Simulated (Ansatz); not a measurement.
Total energies of FH₃O₂SeSi, SMILES `O[Si](O)(F)[SeH]`.

```xyz
8

O    -0.583    1.299   -0.630
Si   -0.050    0.017    0.220
O    -1.304   -0.499    1.104
F     1.159    0.473    1.148
Se    0.725   -1.692   -1.035
H    -0.028    1.645   -1.331
H    -2.034    0.112    1.222
H     2.114   -1.354   -0.699
```

The species carries charge 0 and has multiplicity 1. Correlated methods include outer-core shells of Se, which these sets cover unevenly. Scalar relativity is left out up to krypton. Geometry: relaxed with PBE0-D4/def2-TZVP. It is one conformer, not always the lowest. Basis def2-TZVPP, the Gaussian-basis code of Ansatz.

RPA on PBE orbitals: Hartree–Fock energy of these orbitals -2939.96709 Eh, correlation -1.68949 Eh (frozen core).

| functional | energy without D4 (Eh) | D4 term (kJ/mol) |
| --- | --- | --- |
| LDA (SPW92) | -2937.19486 | – |
| PBE | -2942.71384 | -20.0 |
| revPBE | -2943.12421 | -56.7 |
| r2SCAN | -2943.33474 | -4.5 |
| B97M-V | -2942.88643 | – |
| B3LYP | -2943.53452 | -32.7 |
| r2SCANh | -2943.31546 | -4.9 |
| r2SCAN0 | -2943.28798 | -5.5 |
| BHLYP | -2943.36226 | -26.7 |
| CAM-B3LYP | -2943.54688 | -17.3 |
| LC-ωPBE | -2942.92099 | – |
| ωB97X-V | -2943.12772 | – |
| B2PLYP | -2942.83955 | – |
| PBE-QIDH | -2942.39411 | – |

(1) Give the same for BLYP, PBE0, HSE06 (plane-wave form), ωB97M-V. (An estimate is asked.)

B3LYP takes the VWN-RPA correlation (the form of Gaussian; ORCA's B3LYP/G). HSE06 is the plane-wave form, built on full-range PBE exchange. The double hybrids freeze the cores in their second-order part.

Results:

(1) Computed: 
```csv
functional,energy without D4 (Eh),D4 term (kJ/mol)
BLYP,-2943.47881,-43.9
PBE0,-2942.81964,-16.9
HSE06 (plane-wave form),-2942.80576,-15.8
ωB97M-V,-2943.26468,–
```

LC-ωPBE has ω = 0.4 bohr⁻¹.
